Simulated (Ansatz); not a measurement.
Computed with Ansatz on PBE0-D4/def2-TZVP structures; ΔE is electronic, products minus reactants. CBS: MP2 limit from def2 TZ/QZ plus the TZ coupled-cluster correction, frozen cores. DFT in def2-TZVPP. B3LYP here is the variant with VWN-RPA as its local correlation; programs differ in this. Elements past krypton have def2 core potentials. For Sn outer-core shells are correlated without core-valence functions, which leaves a few kJ/mol of doubt a bond. One conformer a species, not always the lowest.

Consider the formal exchange of groups at the Sn–S bond: `N=C[S][SnH3]` + `C[C]1=[CH][AlH]1` → `[SnH3][C]1=[CH][AlH]1` + `CSC=N`.

```csv
level,ΔE (kcal/mol),difference from CCSD(T)/CBS
PBE-D4,17.5,1.3
r2SCAN-D4,17.4,1.2
PBE0-D4,17.4,1.2
B3LYP-D4,17.2,1.0
ωB97X-V,16.2,0.0
ωB97M-V,16.2,0.0
B2PLYP,16.5,0.3
PBE,17.6,1.4
r2SCAN,17.4,1.2
PBE0,17.5,1.3
B3LYP,17.4,1.2
HF/def2-TZVPP,17.6,1.4
MP2/def2-TZVPP,15.0,-1.2
SCS-MP2/def2-TZVPP,15.1,-1.1
CCSD/def2-TZVPP,15.6,-0.6
CCSD(T)/def2-TZVPP,15.3,-0.9
HF/def2-QZVPP,17.5,1.3
MP2/def2-QZVPP,15.5,-0.7
SCS-MP2/def2-QZVPP,15.6,-0.6
HF/CBS(def2),17.5,1.3
MP2/CBS(def2),15.9,-0.3
CCSD/CBS(def2),16.4,0.2
CCSD(T)/CBS,16.2,0
```

Largest T1 diagnostic among the species: 0.015.

In def2-TZVPP, CCSD(T) changes the Hartree–Fock value by −2.2 kcal/mol (the triples alone add −0.3 kcal/mol) and MP2 by −2.5 kcal/mol.
